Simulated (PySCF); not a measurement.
Compound: C3H8FSi (charge +1).
Atom-mapped SMILES: `[CH3:1][Si+:2]([CH3:3])[CH2:4][F:5]` (hydrogens: H6, H7, H8 on C1; H9, H10, H11 on C3; H12, H13 on C4)

Cartesian coordinates in Å at the PBE0-D3(BJ)/def2-SVP level; atoms count from 1:
```xyz
13
C3H8FSi angstrom
C     -0.8662   -1.6590   -0.0735
Si    -0.0404   -0.0312   -0.0122
C     -0.9272    1.5398   -0.2661
C      1.7968    0.0653    0.3297
F      2.2173    1.3552    0.2738
H     -1.8048   -1.6379    0.5070
H     -1.1592   -1.8540   -1.1235
H     -0.2305   -2.4862    0.2729
H     -1.8154    1.4332   -0.9069
H     -1.2722    1.8923    0.7268
H     -0.2431    2.3096   -0.6567
H      2.3399   -0.5642   -0.4051
H      2.0106   -0.3799    1.3233
```

Computed with core-valence-separated Tamm–Dancoff BHandHLYP/aug-pcX-1 (pcseg-1 on H, def2-SVPD on Si) in PySCF, non-relativistic, gas phase, PBE0-D3(BJ)/def2-SVP geometry.

Computed fluorine K-edge spectrum, Gaussian lines of 0.5 eV full width, highest printed point 100; it ends one width below the last computed root. BHandHLYP without relativity tends to put these K edges a few eV too low, so spacings mean more than positions.

| photon energy (eV) | absorption |
| --- | --- |
| 683.9 | 1 |
| 684.0 | 3 |
| 684.1 | 8 |
| 684.2 | 21 |
| 684.3 | 44 |
| 684.4 | 72 |
| 684.5 | 95 |
| 684.6 | 100 |
| 684.7 | 85 |
| 684.8 | 57 |
| 684.9 | 31 |
| 685.0 | 14 |
| 685.1 | 5 |
| 685.2 | 1 |
| 685.3 | 0 |
| 685.4 | 0 |
| 685.5 | 0 |
| 685.6 | 0 |
| 685.7 | 0 |
| 685.8 | 0 |
| 685.9 | 0 |
| 686.0 | 1 |
| 686.1 | 1 |
| 686.2 | 3 |
| 686.3 | 4 |
| 686.4 | 4 |
| 686.5 | 4 |
| 686.6 | 3 |
| 686.7 | 2 |
| 686.8 | 1 |
| 686.9 | 0 |
| 687.0 | 0 |
| 687.1 | 0 |
| 687.2 | 0 |
| 687.3 | 0 |
| 687.4 | 0 |
| 687.5 | 0 |
| 687.6 | 0 |
| 687.7 | 0 |
| 687.8 | 1 |
| 687.9 | 3 |
| 688.0 | 7 |
| 688.1 | 12 |
| 688.2 | 18 |
| 688.3 | 22 |
| 688.4 | 26 |

Q: Assign the maxima to core holes.

A: 2 maxima:
- 684.6 eV: F5 (alkyl fluorine), 684.58 eV, f = 0.034, 100 % of the height at the exact maximum
- 686.4 eV: F5 (alkyl fluorine), 686.41 eV, f = 0.001, 100 % of the height at the exact maximum

Further lines of some strength in the range: F5, 688.25 eV, f = 0.004.

Roots within 0.03 eV on the same or equivalent atoms count as one line; shares under 12 % aren't listed.

Vibrational structure and lifetime widths aren't in the curve. The ionisation threshold wasn't computed; near and above it a finite basis only mimics Rydberg series and continuum.

One conformer stands for the species.
